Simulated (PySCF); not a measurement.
CH5BClSi, BH3N, B2H6NSi, B2H2NO and others (calculated)

Computed with PySCF 2.14.0. Calculation on a computer-drawn molecule: the log of a Hartree-Fock and frozen-core CCSD(T) single point meant for a local Hartree-Fock minimum, with one planted fault or none, to be diagnosed. Offsets are logged minus clean, where the clean run is the same molecule without the fault. The reference is restricted for singlets and unrestricted otherwise, and also for a bond in bohr or an excited solution. Adding or removing an electron swaps singlet and doublet. The excited solution moves the top pair (singlet) or top alpha electron (doublet) to the lowest empty orbital. Highest occupied and lowest empty are orbital energies over both spins, largest force is the largest gradient component, triples share is (T) over the correlation energy, the T1 limit is 0.02 restricted and 0.045 unrestricted, electrons count all cores, a negative frequency is imaginary (commonest isotopes), and the dipole is about the centre of nuclear charge.

Common to all runs: meant charge 0; meant multiplicity 2; logged SCF converged yes; logged SCF stable within its kind yes; possible faults no fault, one electron removed, one electron added, multiplicity raised by two, geometry at a saddle point, SCF held on an excited solution, minimal basis STO-3G, one bond length entered in bohr, all coordinates scaled.

(1) CH5BClSi

Logged structure:
```xyz
9
CH5BClSi
B     -2.4810    -1.1406     0.6796
C     -1.9561    -0.7162    -0.7231
Si    -0.2740     0.1175    -0.6695
Cl     1.1367    -1.1456     0.1875
H     -2.3832    -2.2118     1.2035
H     -2.6027     0.0430    -1.1821
H     -1.8663    -1.5649    -1.4120
H      0.1841     0.4157    -2.0371
H     -0.3039     1.3493     0.1369
```

| Quantity | Value |
| --- | --- |
| meant basis | cc-pV(D+d)Z |
| logged electrons | 48 |
| logged basis functions | 99 |
| logged spin squared | 0 |
| logged highest occupied | 0.58753 eV |
| logged lowest empty | 7.9609 eV |
| logged largest force | 0.044655 hartree/bohr |
| logged T1 diagnostic | 0.013827 |
| logged D1 diagnostic | 0.053078 |
| logged triples share | 0.028682 |
| logged CC converged | yes |
| logged dipole magnitude | 9.6595 debye |
| logged energy HF | -813.82916 hartree |
| logged energy CCSD(T) | -814.37403 hartree |
| planted fault | one electron added |
| HF energy offset from clean run | 43.62 kcal/mol |
| CCSD(T) energy offset from clean run | 19.19 kcal/mol |

Drawn bonds:
```csv
atom,other atom,order
1,2,1
2,3,1
3,4,1
1,5,1
2,6,1
2,7,1
3,8,1
3,9,1
```

Notes: highest electron not bound in this basis.

(2) BH3N

Logged structure:
```xyz
5
BH3N
B     -0.1584     0.5136     1.8779
N     -0.0751     1.8891     1.8093
H     -0.9122    -0.1486     1.2202
H     -0.6437     2.4435     1.1988
H      0.5586     2.4269     2.3640
```

| Property | Result |
| --- | --- |
| meant basis | cc-pVDZ |
| logged electrons | 15 |
| logged basis functions | 43 |
| logged spin squared | 0.7565 |
| logged highest occupied | -8.7357 eV |
| logged lowest empty | 3.5489 eV |
| logged largest force | 7.167e-06 hartree/bohr |
| logged lowest frequency | 582.18 cm⁻¹ |
| logged T1 diagnostic | 0.015447 |
| logged D1 diagnostic | 0.051044 |
| logged triples share | 0.025294 |
| logged CC converged | yes |
| logged dipole magnitude | 2.1541 debye |
| logged energy HF | -80.85989 hartree |
| logged energy CCSD(T) | -81.12893 hartree |
| planted fault | no fault |
| HF energy offset from clean run | 0 kcal/mol |
| CCSD(T) energy offset from clean run | 0 kcal/mol |

Drawn bonds:
```csv
atom,other atom,order
1,2,1
1,3,1
2,4,1
2,5,1
```

(3) BH3N

Structure as in entry 2.

| Item | Value |
| --- | --- |
| meant basis | cc-pVDZ |
| logged electrons | 15 |
| logged basis functions | 13 |
| logged spin squared | 0.7582 |
| logged highest occupied | -7.0903 eV |
| logged lowest empty | 9.1445 eV |
| logged largest force | 0.038747 hartree/bohr |
| logged T1 diagnostic | 0.020873 |
| logged D1 diagnostic | 0.071754 |
| logged triples share | 0.021214 |
| logged CC converged | yes |
| logged dipole magnitude | 1.5382 debye |
| logged energy HF | -79.80109 hartree |
| logged energy CCSD(T) | -79.90437 hartree |
| planted fault | minimal basis STO-3G |
| HF energy offset from clean run | 664.4 kcal/mol |
| CCSD(T) energy offset from clean run | 768.4 kcal/mol |

Drawn bonds:
```csv
atom,other atom,order
1,2,1
1,3,1
2,4,1
2,5,1
```

(4) B2H6NSi

Logged structure:
```xyz
10
B2H6NSi
B     -0.8881     1.5808     1.1454
N     -0.9716     0.2325     0.7083
B     -1.1142    -0.8175     1.6779
Si    -0.9066    -0.2192    -1.0096
H     -0.7683     2.5285     0.4190
H     -1.1625    -0.5621     2.8456
H     -1.1842    -1.9569     1.2986
H      0.2428    -1.1177    -1.2433
H     -0.7590     1.0071    -1.8151
H     -2.1504    -0.9227    -1.3851
```

| Quantity | Value |
| --- | --- |
| meant basis | cc-pV(D+d)Z |
| logged electrons | 37 |
| logged basis functions | 30 |
| logged spin squared | 0.7545 |
| logged highest occupied | -6.9527 eV |
| logged lowest empty | 6.726 eV |
| logged largest force | 0.024421 hartree/bohr |
| logged T1 diagnostic | 0.014556 |
| logged D1 diagnostic | 0.067098 |
| logged triples share | 0.021218 |
| logged CC converged | yes |
| logged dipole magnitude | 1.1818 debye |
| logged energy HF | -391.59236 hartree |
| logged energy CCSD(T) | -391.80339 hartree |
| planted fault | minimal basis STO-3G |
| HF energy offset from clean run | 2930 kcal/mol |
| CCSD(T) energy offset from clean run | 3098 kcal/mol |

Drawn bonds:
```csv
atom,other atom,order
1,2,1
2,3,1
2,4,1
1,5,1
3,6,1
3,7,1
4,8,1
4,9,1
4,10,1
```

(5) B2H6NSi

Structure as in entry 4.

| Property | Result |
| --- | --- |
| meant basis | cc-pV(D+d)Z |
| logged electrons | 37 |
| logged basis functions | 95 |
| logged spin squared | 3.7869 |
| logged highest occupied | -6.3225 eV |
| logged lowest empty | -3.0715 eV |
| logged largest force | 0.067336 hartree/bohr |
| logged T1 diagnostic | 0.026267 |
| logged D1 diagnostic | 0.1133 |
| logged triples share | 0.032944 |
| logged CC converged | yes |
| logged dipole magnitude | 1.664 debye |
| logged energy HF | -396.03508 hartree |
| logged energy CCSD(T) | -396.52157 hartree |
| planted fault | multiplicity raised by two |
| HF energy offset from clean run | 141.8 kcal/mol |
| CCSD(T) energy offset from clean run | 137 kcal/mol |

Drawn bonds:
```csv
atom,other atom,order
1,2,1
2,3,1
2,4,1
1,5,1
3,6,1
3,7,1
4,8,1
4,9,1
4,10,1
```

(6) B2H2NO

Logged structure:
```xyz
6
B2H2NO
B     -2.1084     0.2936    -0.6701
N     -1.2787     0.1697     0.2455
B     -0.4718     0.0282     1.3841
O      2.0702    -0.1074     1.3103
H     -2.8890     0.4105    -1.5354
H      2.4582    -0.2017     2.1664
```

| Property | Result |
| --- | --- |
| meant basis | cc-pVDZ |
| logged electrons | 27 |
| logged basis functions | 66 |
| logged spin squared | 0.93 |
| logged highest occupied | -9.2503 eV |
| logged lowest empty | 2.1379 eV |
| logged largest force | 0.026898 hartree/bohr |
| logged T1 diagnostic | 0.031763 |
| logged D1 diagnostic | 0.13706 |
| logged triples share | 0.032284 |
| logged CC converged | yes |
| logged dipole magnitude | 2.934 debye |
| logged energy HF | -179.76225 hartree |
| logged energy CCSD(T) | -180.25829 hartree |
| planted fault | one bond length entered in bohr, row 3 of the drawn bonds |
| HF energy offset from clean run | 84.57 kcal/mol |
| CCSD(T) energy offset from clean run | 97.89 kcal/mol |

Drawn bonds:
```csv
atom,other atom,order
1,2,1
2,3,2
3,4,1
1,5,1
4,6,1
```

(7) CH5BNSi

Logged structure:
```xyz
9
CH5BNSi
B     -0.3244    -2.3590    -2.1723
N      0.1971    -0.2293    -1.3305
Si     0.7019     1.2671    -0.6664
C      0.7293     2.6109    -1.9826
H     -0.5905    -3.4191    -2.5958
H     -0.2106     1.6497     0.4421
H     -0.2653     2.7329    -2.4231
H      1.0323     3.5675    -1.5483
H      1.4288     2.3605    -2.7838
```

| Property | Result |
| --- | --- |
| meant basis | cc-pV(D+d)Z |
| logged electrons | 37 |
| logged basis functions | 90 |
| logged spin squared | 2.242 |
| logged highest occupied | -8.1198 eV |
| logged lowest empty | 1.5809 eV |
| logged largest force | 0.027643 hartree/bohr |
| logged dipole magnitude | 2.6382 debye |
| logged energy HF | -408.57688 hartree |
| planted fault | one bond length entered in bohr, row 1 of the drawn bonds |
| HF energy offset from clean run | 182 kcal/mol |

Drawn bonds:
```csv
atom,other atom,order
1,2,1
2,3,2
3,4,1
1,5,1
3,6,1
4,7,1
4,8,1
4,9,1
```

Notes: coupled-cluster numbers left out as unreliable.

(8) BH3NOSi

Logged structure:
```xyz
7
BH3NOSi
B     -1.8819     1.4378     0.6373
N     -0.8908     2.1795     0.5162
Si     0.4229     3.2195     0.1833
O      1.8144     2.7013     0.9063
H     -2.8126     0.7358     0.7586
H      0.1698     4.5672     0.7349
H      2.1086     1.8190     0.7360
```

| Item | Value |
| --- | --- |
| meant basis | cc-pV(D+d)Z |
| logged electrons | 37 |
| logged basis functions | 80 |
| logged spin squared | 3.7731 |
| logged highest occupied | -5.3996 eV |
| logged lowest empty | -0.27615 eV |
| logged largest force | 0.18298 hartree/bohr |
| logged T1 diagnostic | 0.020952 |
| logged D1 diagnostic | 0.06738 |
| logged triples share | 0.026279 |
| logged CC converged | yes |
| logged dipole magnitude | 1.412 debye |
| logged energy HF | -444.54318 hartree |
| logged energy CCSD(T) | -445.04748 hartree |
| planted fault | multiplicity raised by two |
| HF energy offset from clean run | 119.8 kcal/mol |
| CCSD(T) energy offset from clean run | 145.1 kcal/mol |

Drawn bonds:
```csv
atom,other atom,order
1,2,1
2,3,2
3,4,1
1,5,1
3,6,1
4,7,1
```

(9) BH3NOSi

Logged structure:
```xyz
7
BH3NOSi
B     -1.8819     1.4378     0.6373
N     -0.8908     2.1795     0.5162
Si     0.4229     3.2195     0.1833
O      1.8144     2.7013     0.9063
H     -3.6406     0.1113     0.8666
H      0.1698     4.5672     0.7349
H      2.1086     1.8190     0.7360
```

| Item | Value |
| --- | --- |
| meant basis | cc-pV(D+d)Z |
| logged electrons | 37 |
| logged basis functions | 80 |
| logged spin squared | 1.5256 |
| logged highest occupied | -8.4982 eV |
| logged lowest empty | 1.4604 eV |
| logged largest force | 0.022375 hartree/bohr |
| logged T1 diagnostic | 0.060945 |
| logged D1 diagnostic | 0.26464 |
| logged triples share | 0.035561 |
| logged CC converged | yes |
| logged dipole magnitude | 2.1853 debye |
| logged energy HF | -444.60344 hartree |
| logged energy CCSD(T) | -445.14591 hartree |
| planted fault | one bond length entered in bohr, row 4 of the drawn bonds |
| HF energy offset from clean run | 81.96 kcal/mol |
| CCSD(T) energy offset from clean run | 83.29 kcal/mol |

Drawn bonds:
```csv
atom,other atom,order
1,2,1
2,3,2
3,4,1
1,5,1
3,6,1
4,7,1
```

Notes: T1 above single-reference limit.

(10) B2H4N

Logged structure:
```xyz
7
B2H4N
B     -0.5660    -0.4578    -1.1100
N      0.6495    -1.1104    -1.3994
B      1.7929    -1.1728    -0.5562
H     -1.5066    -0.4312    -1.8540
H      0.7158    -1.5768    -2.2866
H      2.7657    -1.7667    -0.9325
H      1.7648    -0.6333     0.5114
```

| Property | Result |
| --- | --- |
| meant basis | cc-pVDZ |
| logged electrons | 22 |
| logged basis functions | 62 |
| logged spin squared | 0 |
| logged highest occupied | 0.98525 eV |
| logged lowest empty | 7.9095 eV |
| logged largest force | 0.067483 hartree/bohr |
| logged T1 diagnostic | 0.016174 |
| logged D1 diagnostic | 0.04672 |
| logged triples share | 0.030473 |
| logged CC converged | yes |
| logged dipole magnitude | 6.7603 debye |
| logged energy HF | -106.06708 hartree |
| logged energy CCSD(T) | -106.46489 hartree |
| planted fault | one electron added |
| HF energy offset from clean run | 51.82 kcal/mol |
| CCSD(T) energy offset from clean run | 26.47 kcal/mol |

Drawn bonds:
```csv
atom,other atom,order
1,2,1
2,3,1
1,4,1
2,5,1
3,6,1
3,7,1
```

Notes: highest electron not bound in this basis.
